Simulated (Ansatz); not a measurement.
Computed with Ansatz on PBE0-D4/def2-TZVP structures; ΔE is electronic, products minus reactants. CCSD(T)/CBS is the MP2 limit (def2-TZVPP, def2-QZVPP) plus CCSD(T) − MP2 in def2-TZVPP, frozen cores. DFT in def2-TZVPP. B3LYP here is the variant with VWN-RPA as its local correlation; programs differ in this. For Ge outer-core shells are correlated without core-valence functions, which leaves a few kJ/mol of doubt a bond. Scalar relativity is left out up to krypton. Each species was taken in one conformer, which may not be the lowest.

Consider the cleavage of the B–Ge bond: `C[BH][GeH2][F]` + `O[SiH2]F` → `CBO[SiH2]F` + `[F][GeH3]`.

```json
{"level": "PBE-D4", "ΔE (kcal/mol)": "-32.4", "difference from CCSD(T)/CBS": "1.9"}
{"level": "PBE0-D4", "ΔE (kcal/mol)": "-33.5", "difference from CCSD(T)/CBS": "0.8"}
{"level": "B3LYP-D4", "ΔE (kcal/mol)": "-35.5", "difference from CCSD(T)/CBS": "-1.2"}
{"level": "ωB97X-V", "ΔE (kcal/mol)": "-35.0", "difference from CCSD(T)/CBS": "-0.7"}
{"level": "PBE", "ΔE (kcal/mol)": "-32.4", "difference from CCSD(T)/CBS": "1.9"}
{"level": "PBE0", "ΔE (kcal/mol)": "-33.4", "difference from CCSD(T)/CBS": "0.9"}
{"level": "B3LYP", "ΔE (kcal/mol)": "-35.5", "difference from CCSD(T)/CBS": "-1.2"}
{"level": "HF/def2-TZVPP", "ΔE (kcal/mol)": "-38.9", "difference from CCSD(T)/CBS": "-4.6"}
{"level": "MP2/def2-TZVPP", "ΔE (kcal/mol)": "-35.8", "difference from CCSD(T)/CBS": "-1.5"}
{"level": "SCS-MP2/def2-TZVPP", "ΔE (kcal/mol)": "-36.3", "difference from CCSD(T)/CBS": "-2.0"}
{"level": "CCSD/def2-TZVPP", "ΔE (kcal/mol)": "-35.4", "difference from CCSD(T)/CBS": "-1.1"}
{"level": "CCSD(T)/def2-TZVPP", "ΔE (kcal/mol)": "-35.2", "difference from CCSD(T)/CBS": "-0.9"}
{"level": "HF/def2-QZVPP", "ΔE (kcal/mol)": "-39.5", "difference from CCSD(T)/CBS": "-5.2"}
{"level": "MP2/def2-QZVPP", "ΔE (kcal/mol)": "-35.4", "difference from CCSD(T)/CBS": "-1.1"}
{"level": "SCS-MP2/def2-QZVPP", "ΔE (kcal/mol)": "-36.1", "difference from CCSD(T)/CBS": "-1.8"}
{"level": "CCSD/CBS(def2)", "ΔE (kcal/mol)": "-34.4", "difference from CCSD(T)/CBS": "-0.1"}
{"level": "CCSD(T)/CBS", "ΔE (kcal/mol)": "-34.3", "difference from CCSD(T)/CBS": "0"}
```

Largest T1 diagnostic among the species: 0.012.

From PBE to PBE0 (25 % exact exchange), in def2-TZVPP and without D4, ΔE moves by −1.0 kcal/mol. In def2-TZVPP, CCSD(T) changes the Hartree–Fock value by +3.7 kcal/mol (the triples alone add +0.2 kcal/mol) and MP2 by +3.2 kcal/mol.
